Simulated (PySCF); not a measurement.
**Electron correlation in Sb³⁺ (antimony, charge +3)**

[Kr] 4d10 5s2, closed-shell 1S. Calculation: PySCF 2.14, in aug-cc-pVDZ-PP with ECP28MDF (5s4p3d, 32 functions); scalar relativity through the core potential. Frozen: 4s2 4p6 4d10; 2 electrons correlated.

Total MP2 correlation energy: -23.08 mhartree.

Same-spin part 0.00 and opposite-spin part -23.08 mhartree; SCS-MP2 scales them by 1/3 and 6/5 to -27.69 mhartree.

With two correlated electrons CCSD is exact within the correlated space (frozen core and kept virtual orbitals).

```
level  correlation energy (mhartree)
 CCSD                         -33.54
```

Diagnostics: T1 = 0.0018, D1 = 0.0025, largest double amplitude 0.099.

Q: Is a single reference adequate?

A: Mostly. T1 lies below 0.03, but a double amplitude of this size points to a near-degeneracy that CCSD handles and MP2 describes poorly.
